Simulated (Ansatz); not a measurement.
Ideal-gas functions of ClH4NOSn (`[NH2][SnH]([OH])[Cl]`) at 800 K and 1 bar, from an Ansatz frequency run at PBE0-D4/def2-TZVP.

Molar mass 188.2 g/mol, point group C1 (symmetry number 1), electronic degeneracy 1, moments of inertia 112.762, 222.635, 278.838 u Å². Harmonic wavenumbers (cm⁻¹, unscaled): 114, 127, 159, 169, 219, 359, 517, 552, 568, 645, 663, 851, 876, 1563, 1989, 3550, 3650, 3888.

Use S(trans) = R[1.5 ln M + 2.5 ln T − 1.1517]; rotational temperatures θ = 24.2544 K / I; S(rot) = R[ln(√π/σ · √(T³/θAθBθC)) + 1.5]; for each mode x = 1.438777 ν̃/T, S = R[x/(eˣ − 1) − ln(1 − e⁻ˣ)] and H = RT x/(eˣ − 1); 1 cm⁻¹ = 0.0119627 kJ/mol; R = 8.31446 J/(mol·K).

Task: By hand: the entropy, in J/(mol·K).

Result: Translation 194.7. Rotation: θ = 0.2151, 0.1089, 0.087 K, giving 126.4. Vibration, mode by mode: 21.50, 20.61, 18.75, 18.25, 16.11, 12.09, 9.21, 8.71, 8.49, 7.53, 7.33, 5.54, 5.34, 2.01, 1.09, 0.10, 0.09, 0.06, in all 162.8. Electronic 0.0. Sum 483.9 J/(mol·K).

Task: By hand: H − E and G − E in kJ/mol, counted from the electronic energy.

Result: Zero-point energy ½ × 20459 × 0.0119627 = 122.4; thermal vibration 59.8; translation, rotation and pV give 4 RT = 26.6. H − E = 208.8 kJ/mol, and G − E = 208.8 − 800 × 483.9/1000 = -178.3 kJ/mol.

Vibration gives 34 % of the entropy, 42.1 J/(mol·K) of it from the modes under 150 cm⁻¹: soft modes count most, and the harmonic formula is weakest for them. The sum counts one conformer and one mirror image; others add a mixing term.
